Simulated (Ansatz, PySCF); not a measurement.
Process, species as SMILES: [BH2-]C#[O+] → [BH2-2]C#[O+] (an electron is taken up)
Structures are relaxed separately at B3LYP-D3(BJ)/def2-TZVP in Ansatz (an electronic-structure program).
Geometry of the first species:
SMILES: [O+]#C[BH2-]
```xyz
5

B     -0.2250    -0.0101    -1.3469
H     -0.3344     1.0404    -1.8868
H     -0.2945    -1.0685    -1.8777
C      0.0170     0.0008     0.1019
O      0.2065     0.0092     1.2360
```
Charge 0, spin multiplicity 2.

Property: adiabatic electron affinity (0 K, with B3LYP-D3(BJ) harmonic zero-point energies from PySCF), positive where the reaction releases energy, in eV. Cores are frozen in the correlated levels unless marked. UHF or UKS for open shells. No spin-orbit coupling. Non-relativistic. Anions need diffuse functions: aug- sets have them; def2-D sets add few; the other sets have none. CBS marks a two-point X^-3 extrapolation of the correlation energy; Hartree-Fock from the larger set. [CCSD(T)-MP2]/basis is that difference in the basis named.

```tsv
level	program	adiabatic electron affinity (eV)
HF/6-31G*	Ansatz	-0.55
```

**Question.** Estimate the value at RI-MP2/CBS(aug-cc-pVTZ,aug-cc-pVQZ)+[CCSD(T)-MP2]/aug-cc-pVTZ as computed with Ansatz.

**Answer.** 1.23 eV
